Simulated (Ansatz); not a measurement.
Coupled-cluster run, C2H6AlNSe (`[NH2][AlH][CH2]C=[Se]`).

```yaml
crystal:
  periodic: [false, false, false]
  atoms:
    - {symbol: N, position_ang: [-1.847936, 0.514628, -0.173901]}
    - {symbol: Al, position_ang: [-0.684313, -0.637499, -0.805261]}
    - {symbol: C, position_ang: [1.206599, -0.535579, -0.166662]}
    - {symbol: C, position_ang: [1.217362, 0.306897, 1.003256]}
    - {symbol: Se, position_ang: [1.371133, 2.073436, 1.048801]}
    - {symbol: H, position_ang: [-2.817057, 0.570492, -0.440751]}
    - {symbol: H, position_ang: [-1.604251, 1.266743, 0.452418]}
    - {symbol: H, position_ang: [-1.107134, -1.748121, -1.846099]}
    - {symbol: H, position_ang: [1.732705, -0.098778, -1.021828]}
    - {symbol: H, position_ang: [1.535517, -1.562807, 0.016839]}
    - {symbol: H, position_ang: [1.062776, -0.206511, 1.953687]}
basis:
  gaussian: {orbitals: def2-TZVPP}
correlation: {method: ccsd_t}
output: {orbitals: {seedname: orbitals}}
```

```sh
$ ansatz run in.yaml --threads 4 --pin off --events-out ev --progress --plain
```

The program prints (abridged):

```
Functional definition: HF
1612 factors; integrals over basis functions are off by at most 1.2e-3 eV
mean field evaluation 1: about -75520.8422 eV, gradient 4.3e1 eV
mean field evaluation 2: about -75521.0337 eV, gradient 4.4e1 eV
mean field evaluation 4: about -75525.5346 eV, gradient 4.1e0 eV
mean field evaluation 8: about -75525.6207 eV, gradient 4.3e-1 eV
mean field evaluation 16: about -75525.6221 eV, gradient 1.7e-6 eV
mean field -75525.62206843 eV, -2775.5154179093 hartree, gradient 1.7e-6 eV, S^2 0.000000; 1 other end points of the search recorded, 0 dependent functions left out; unrestricted orbitals would lower it
17 core orbitals not correlated: weight in the atoms' cores, before any rotation towards them, 1.000 or more for the frozen orbitals, at most 0.000 for the correlated occupied ones
reference -75525.62206843 eV, -2775.5154179093 hartree; 19, 19 occupied and 231, 231 virtual orbitals, 1612 factors
second order -24.40867487 eV of doubles, -0.00000000 eV of singles
cycle   1  -24.48642663 eV  change   -7.8e-2 eV  update   1.3e-1
cycle   2  -25.14779927 eV  change   -6.6e-1 eV  update   4.0e-2
cycle   3  -25.31933495 eV  change   -1.7e-1 eV  update   2.7e-2
cycle   4  -25.29910013 eV  change    2.0e-2 eV  update   9.9e-3
cycle   5  -25.29630139 eV  change    2.8e-3 eV  update   5.6e-3
cycle   6  -25.29875731 eV  change   -2.5e-3 eV  update   1.8e-3
cycle   7  -25.29810656 eV  change    6.5e-4 eV  update   8.8e-4
cycle   8  -25.29820723 eV  change   -1.0e-4 eV  update   3.4e-4
cycle   9  -25.29846331 eV  change   -2.6e-4 eV  update   1.4e-4
cycle  10  -25.29844941 eV  change    1.4e-5 eV  update   5.9e-5
cycle  11  -25.29843940 eV  change    1.0e-5 eV  update   2.1e-5
perturbative correction -1.12289622 eV, -0.0412656751 hartree
Total energy: -75552.04340405 eV, -2776.4863840845 hartree
```

Hardware: 4 threads of a server CPU on a shared host. Wall time 8.7 min, peak host memory 6.7 GiB.

The correlation energy is -26.421 eV, 4.2 % of it from (T); the T1 diagnostic reads 0.0165.
